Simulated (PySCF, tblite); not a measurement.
Compound: C2H9OPSi.
SMILES with atom numbers: `[CH3:1][O:2][Si@H:3]([CH3:4])[PH2:5]` (hydrogens: H6, H7, H8 on C1; H9 on Si3; H10, H11, H12 on C4; H13, H14 on P5)

Computed geometry: GFN2-xTB, gas phase.

(1) List the bond lengths, angles and torsions at this level.

Results:

(1) 
```
                  bond  length (bohr)
                 C1–O2          2.637
                O2–Si3          3.071
                Si3–C4          3.575
                Si3–P5          4.265
   C1–H6, C1–H7, C1–H8          2.065
                Si3–H9          2.785
C4–H10, C4–H11, C4–H12          2.050
        P5–H13, P5–H14          2.612
```

Bonds in one row agree within 0.02 bohr and their mean is given. A selection of angles:
```
     angle  degrees
  O2–C1–H6    108.2
  O2–C1–H7    110.4
  O2–C1–H8    110.8
  H6–C1–H7    109.3
 C1–O2–Si3    127.3
 O2–Si3–C4    104.7
 O2–Si3–P5    107.9
 O2–Si3–H9    109.7
 C4–Si3–P5    110.7
 C4–Si3–H9    111.8
 P5–Si3–H9    111.8
Si3–C4–H10    111.0
Si3–C4–H11    110.4
H10–C4–H11    108.0
Si3–P5–H13     95.4
H13–P5–H14     92.3
```

Torsions: C1–O2–Si3–C4 158° (antiperiplanar).

Of the pairs four or more bonds apart, P5···H8 is among the closest relative to their van der Waals radii: 2.86 Å, 95 % of the sum of Bondi's values. P5 (three-coordinate phosphorus) is pyramidal (angles 95.7°, 95.4° and 92.3°, sum 283.4°, 0.83 Å off the plane of its three neighbours). Si3 (oxygen-bound silicon) is distorted tetrahedral (angles from 104.7° to 111.8°).

Point group: C1 (no symmetry element, even within 0.4 Å). Its GFN2-xTB frequencies are all real (lowest 82 cm⁻¹). One conformer, not necessarily the lowest (C1–O2–Si3–C4 158°, O2–Si3–P5–H 172° and -95°).
